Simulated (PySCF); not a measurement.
CH4BBrO2. Atoms are numbered in the order given.

```xyz
9

B     -0.4149    -0.4232     0.1277
Br     0.7643     1.1369     0.1607
O     -1.2872    -0.6387     1.1433
H     -1.2468     0.0341     1.8331
O     -0.3156    -1.2454    -0.9254
C     -1.1110    -2.4117    -1.0752
H     -1.7088    -2.3208    -1.9954
H     -0.4470    -3.2842    -1.1747
H     -1.7841    -2.5621    -0.2181
```

The structure is a stationary point at B3LYP-D3(BJ)/def2-SVP. This is a generated structure with no PubChem entry under its InChIKey; it may be hypothetical. Other conformers were not sampled.

Computed with B3LYP-D3(BJ)/def2-SVP in PySCF.

Frequencies are harmonic and unscaled.

A small imaginary wavenumber (i) marks a very flat motion, where grid noise or a shallow saddle decides the sign.

Computed vibrational spectrum:
```csv
mode,ν (cm⁻¹),IR (km/mol),Raman (Å⁴/amu),depolarisation,moving atoms (share of kinetic energy)
1,25i,0.0,0.1,0.75,H 95 %
2,130,8.5,0.0,–,"O 47 %, H 22 %, C 21 %"
3,207,1.6,1.0,0.75,"O 35 %, C 25 %, H 17 %, B 12 %, Br 11 %"
4,301,15.0,1.2,0.52,"O 48 %, C 26 %, H 17 %"
5,337,6.1,3.6,0.24,"O 44 %, Br 35 %, H 9 %"
6,513,104.7,2.1,0.75,"H 91 %, O 9 %"
7,570,25.0,0.4,0.75,"B 82 %, O 17 %"
8,663,30.8,3.8,0.11,"O 65 %, B 24 %, H 9 %"
9,937,85.3,3.1,0.19,"H 50 %, O 17 %, C 17 %, B 15 %"
10,1072,62.8,3.8,0.50,"H 36 %, O 29 %, C 27 %, B 8 %"
11,1182,0.6,2.0,0.75,"H 77 %, C 18 %"
12,1192,110.3,3.5,0.75,"H 68 %, C 17 %, B 9 %"
13,1247,525.7,1.8,0.37,"B 43 %, O 43 %, H 8 %"
14,1430,210.7,3.8,0.39,"H 61 %, B 19 %, C 12 %"
15,1476,3.3,21.2,0.73,H 96 %
16,1476,3.6,19.9,0.74,H 96 %
17,1551,307.3,2.4,0.75,"B 46 %, H 29 %, O 24 %"
18,3033,52.9,153.0,0.01,H 98 %
19,3120,22.2,98.5,0.75,"H 90 %, C 10 %"
20,3135,13.5,55.7,0.72,"H 90 %, C 10 %"
21,3874,108.8,63.0,0.27,H 94 %
```
